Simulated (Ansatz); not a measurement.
Born–Oppenheimer molecular dynamics of Cl3H4NOTi (10 atoms, charge 0, multiplicity 1). It starts at the highest image of a converged band, a first-order saddle point between two minima.

These are results of RKS PBE0/def2-SVP in Ansatz, not measurements.

```json
{
  "ensemble": "NVE (velocity Verlet)",
  "time step": "0.5 fs",
  "steps asked": "200",
  "starting velocities drawn for": "300 K",
  "seed": "4811"
}
```

First frame:

```xyz
10
Properties=species:S:1:pos:R:3
Ti 0.156 -0.279 0.120
N 0.229 -0.058 2.147
H -0.661 0.220 2.561
H 0.921 0.643 2.421
Cl 1.966 0.447 -0.822
Cl -1.236 1.426 -0.021
Cl -1.013 -1.699 -1.114
O 0.939 -1.963 1.037
H 0.540 -2.827 0.876
H 0.648 -1.378 1.934
```

Problem. How far do the bonds stretch over the last three quarters of this one trajectory? (Pairs bonded in most of those frames.)

Solution. 
```csv
bond,mean (Å),spread (Å),shortest,longest
Ti1–N2,1.874,0.055,1.79,1.97
Ti1–Cl5,2.193,0.010,2.18,2.21
Ti1–Cl6,2.199,0.019,2.15,2.22
Ti1–Cl7,2.259,0.016,2.23,2.28
Ti1–O8,2.367,0.148,2.08,2.59
N2–H3,1.027,0.034,0.97,1.08
N2–H4,1.020,0.022,0.99,1.05
O8–H9,0.968,0.013,0.95,0.99
O8–H10,0.967,0.015,0.94,1.00
```

Mean temperature of the second half: 368 K. The conserved energy stayed within 0.25 meV per atom of its start (net change 0.14 meV per atom), so the integration is sound. A run of 0.1 ps of so small a system gives no equilibrium averages. The orbitals stay closed-shell, which can raise the energy where a bond breaks towards radicals; this wasn't checked here.

Time of the run: 13 min on 4 threads of Arm Neoverse V1, on a shared host, peak memory 0.41 GiB.
